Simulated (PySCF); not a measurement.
PySCF input for AlHF₂, SMILES [F][AlH][F], TDDFT-PBE0/def2-SVPD. Geometry: B3LYP-D3(BJ)/def2-TZVP.

```python
import numpy as np
from pyscf import gto, scf, dft, tdscf

mol = gto.M(
    atom='''
    Al    0.00000000   -0.00000000    0.42832624
    H    -0.00000001   -0.00000000    1.98173415
    F    -0.00000000   -1.40881429   -0.41944307
    F    -0.00000000    1.40881429   -0.41944307
    ''',
    basis='def2-SVPD',
    charge=0,
    spin=0,
    symmetry=True,
    max_memory=1600,
    verbose=4,
)
mf = dft.RKS(mol, xc='pbe0').density_fit(auxbasis='def2-universal-jkfit')
mf.grids.level = 3
mf.conv_tol = 1e-9
mf.max_cycle = 100
mf.kernel()
mf.grids = dft.Grids(mol).set(level=1).build(with_non0tab=True)  # coarser grid for the response kernel
td = tdscf.TDDFT(mf)
td.singlet = True
td.nstates = 10
td.conv_tol = 1e-4
td.kernel(x0=td.get_init_guess(mf, 15))
td.analyze()
tt = tdscf.TDA(mf)
tt.singlet = False
tt.nstates = 4
tt.conv_tol = 1e-4
tt.kernel(x0=tt.get_init_guess(mf, 9))
tt.analyze(verbose=3)
```

Log of the run:

```
PySCF version 2.14.0

[INPUT] verbose = 4
[INPUT] num. atoms = 4
[INPUT] num. electrons = 32
[INPUT] charge = 0
[INPUT] spin (= nelec alpha-beta = 2S) = 0
[INPUT] symmetry True subgroup None
[INPUT] Mole.unit = angstrom
[INPUT] Symbol           X                Y                Z      unit          X                Y                Z       unit  Magmom
[INPUT]  1 Al     0.000000000000   0.000000000000   0.428326240000 AA    0.000000000000   0.000000000000   0.809419285565 Bohr   0.0
[INPUT]  2 H     -0.000000010000   0.000000000000   1.981734150000 AA   -0.000000018897   0.000000000000   3.744934795198 Bohr   0.0
[INPUT]  3 F      0.000000000000  -1.408814290000  -0.419443070000 AA    0.000000000000  -2.662273168474  -0.792632527147 Bohr   0.0
[INPUT]  4 F      0.000000000000   1.408814290000  -0.419443070000 AA    0.000000000000   2.662273168474  -0.792632527147 Bohr   0.0

nuclear repulsion = 98.3731572958273
point group symmetry = C2v
symmetry origin: [-5.90539414e-10  0.00000000e+00  5.90539506e-10]
symmetry axis x: [-1.00000000e+00 -0.00000000e+00 -2.09064001e-09]
symmetry axis y: [ 0. -1.  0.]
symmetry axis z: [ 2.09064001e-09  0.00000000e+00 -1.00000000e+00]
num. orbitals of irrep A1 = 32
num. orbitals of irrep A2 = 9
num. orbitals of irrep B1 = 14
num. orbitals of irrep B2 = 23
number of shells = 32
number of NR pGTOs = 118
number of NR cGTOs = 78
basis = def2-SVPD
ecp = {}


[settings echo left out]
init E= -442.213214382163
HOMO (A1) = -0.385899214919067  LUMO (A1) = -0.0678261371051474  gap/eV = 8.65521
cycle= 1 E= -442.232410276534  delta_E= -0.0192  |g|= 0.749  |ddm|= 1.95
HOMO (B2) = -0.289058325452986  LUMO (B1) = -0.0364368996117541  gap/eV = 6.87418
cycle= 2 E= -442.054126703305  delta_E= 0.178  |g|=  1.3  |ddm|= 1.28
HOMO (A1) = -0.376996082049082  LUMO (B1) = -0.0391502030407977  gap/eV = 9.19325
cycle= 3 E= -442.332334940531  delta_E= -0.278  |g|= 0.0173  |ddm|= 0.765
HOMO (A1) = -0.376479484382384  LUMO (B1) = -0.035245017261837  gap/eV = 9.28546
cycle= 4 E= -442.332413091214  delta_E= -7.82e-05  |g|= 0.00611  |ddm|= 0.0378
HOMO (A1) = -0.376027042250914  LUMO (B1) = -0.035614459602479  gap/eV = 9.26310
cycle= 5 E= -442.332421367739  delta_E= -8.28e-06  |g|= 0.000469  |ddm|= 0.00703
HOMO (A1) = -0.376032788504195  LUMO (B1) = -0.0355921076380477  gap/eV = 9.26386
cycle= 6 E= -442.332421430522  delta_E= -6.28e-08  |g|= 7.64e-05  |ddm|= 0.000885
HOMO (A1) = -0.376040379244478  LUMO (B1) = -0.0355960316570751  gap/eV = 9.26396
cycle= 7 E= -442.332421431546  delta_E= -1.02e-09  |g|= 1.41e-05  |ddm|= 7.88e-05
HOMO (A1) = -0.376038774984034  LUMO (B1) = -0.0355959592262267  gap/eV = 9.26392
cycle= 8 E= -442.332421431581  delta_E= -3.52e-11  |g|= 9.85e-07  |ddm|= 1.76e-05
HOMO (A1) = -0.37603907057612  LUMO (B1) = -0.0355958736017614  gap/eV = 9.26393
Extra cycle  E= -442.332421431583  delta_E= -1.71e-12  |g|= 1.1e-06  |ddm|= 2.44e-06
converged SCF energy = -442.332421431583
tot grids = 19424


******** <class 'pyscf.tdscf.rks.TDDFT'> for <class 'pyscf.df.df_jk.DFSymAdaptedRKS'> ********
nstates = 10 singlet
deg_eia_thresh = 1.000e-03
wfnsym = None
conv_tol = 0.0001
eigh lindep = 1e-12
eigh level_shift = 0
eigh max_cycle = 100


Excitation energies (eV)
[ 7.88787333  8.68972817  9.07030582  9.32819682  9.5365966   9.55904038
  9.79446002  9.97894629  9.98381505 10.05394854]

** Singlet excitation energies and oscillator strengths **
Excited State   1:   B1      7.88787 eV    157.18 nm  f=0.1201
      16 -> 17        0.70169
Excited State   2:   A1      8.68973 eV    142.68 nm  f=0.1978
      16 -> 18        0.69259
Excited State   3:   A2      9.07031 eV    136.69 nm  f=0.0000
      15 -> 17        0.70425
Excited State   4:   B2      9.32820 eV    132.91 nm  f=0.0005
      14 -> 17        0.18179
      15 -> 18        0.65664
      16 -> 19       -0.16087
Excited State   5:   A2      9.53660 eV    130.01 nm  f=0.0000
      14 -> 18        0.69864
Excited State   6:   B2      9.55904 eV    129.70 nm  f=0.0173
      14 -> 17       -0.57237
      16 -> 19       -0.39200
Excited State   7:   B1      9.79446 eV    126.59 nm  f=0.0020
      12 -> 17       -0.67982
      13 -> 18        0.17647
Excited State   8:   B2      9.97895 eV    124.25 nm  f=0.2965
      11 -> 18       -0.15979
      14 -> 17        0.32512
      15 -> 18       -0.22101
      16 -> 19       -0.55669
Excited State   9:   A1      9.98382 eV    124.19 nm  f=0.0198
      12 -> 18       -0.25331
      13 -> 17       -0.64050
Excited State  10:   B1     10.05395 eV    123.32 nm  f=0.1554
      12 -> 17        0.17390
      13 -> 18        0.66963

** Transition electric dipole moments (AU) **
state          X           Y           Z        Dip. S.      Osc.
  1         0.7882      0.0000     -0.0000      0.6213      0.1201
  2        -0.0000      0.0000     -0.9638      0.9289      0.1978
  3         0.0000     -0.0000      0.0000      0.0000      0.0000
  4         0.0000      0.0458     -0.0000      0.0021      0.0005
  5        -0.0000      0.0000      0.0000      0.0000      0.0000
  6         0.0000     -0.2715     -0.0000      0.0737      0.0173
  7         0.0921      0.0000     -0.0000      0.0085      0.0020
  8         0.0000     -1.1013     -0.0000      1.2130      0.2965
  9         0.0000      0.0000      0.2847      0.0810      0.0198
 10        -0.7943     -0.0000      0.0000      0.6308      0.1554

** Transition velocity dipole moments (imaginary part, AU) **
state          X           Y           Z        Dip. S.      Osc.
  1         0.2283      0.0000      0.0000      0.0521      0.1199
  2         0.0000     -0.0000     -0.3100      0.0961      0.2006
  3        -0.0000     -0.0000     -0.0000      0.0000      0.0000
  4        -0.0000      0.0144      0.0000      0.0002      0.0004
  5        -0.0000      0.0000      0.0000      0.0000      0.0000
  6         0.0000     -0.0974     -0.0000      0.0095      0.0180
  7         0.0352     -0.0000      0.0000      0.0012      0.0023
  8         0.0000     -0.4043      0.0000      0.1634      0.2971
  9         0.0000     -0.0000      0.1019      0.0104      0.0189
 10        -0.2856     -0.0000     -0.0000      0.0816      0.1472

** Transition magnetic dipole moments (imaginary part, AU) **
state          X           Y           Z
  1         0.0000     -1.4095      0.0000
  2         0.0000      0.0000     -0.0000
  3        -0.0000     -0.0000     -0.0780
  4        -0.7161     -0.0000     -0.0000
  5        -0.0000     -0.0000      0.7486
  6        -0.8113     -0.0000     -0.0000
  7         0.0000     -0.3179     -0.0000
  8        -1.4765     -0.0000     -0.0000
  9         0.0000      0.0000     -0.0000
 10         0.0000      0.0116      0.0000


******** <class 'pyscf.tdscf.rks.TDA'> for <class 'pyscf.df.df_jk.DFSymAdaptedRKS'> ********
nstates = 4 triplet
deg_eia_thresh = 1.000e-03
wfnsym = None
conv_tol = 0.0001
eigh lindep = 1e-12
eigh level_shift = 0
eigh max_cycle = 100


Excitation energies (eV)
[6.80051967 7.20243855 8.67729057 8.94312572]

** Triplet excitation energies and oscillator strengths **
Excited State   1:   B1      6.80052 eV    182.32 nm  f=0.0000
Excited State   2:   A1      7.20244 eV    172.14 nm  f=0.0000
Excited State   3:   B2      8.67729 eV    142.88 nm  f=0.0000
Excited State   4:   A2      8.94313 eV    138.64 nm  f=0.0000
```

The calculation finished and met its thresholds.
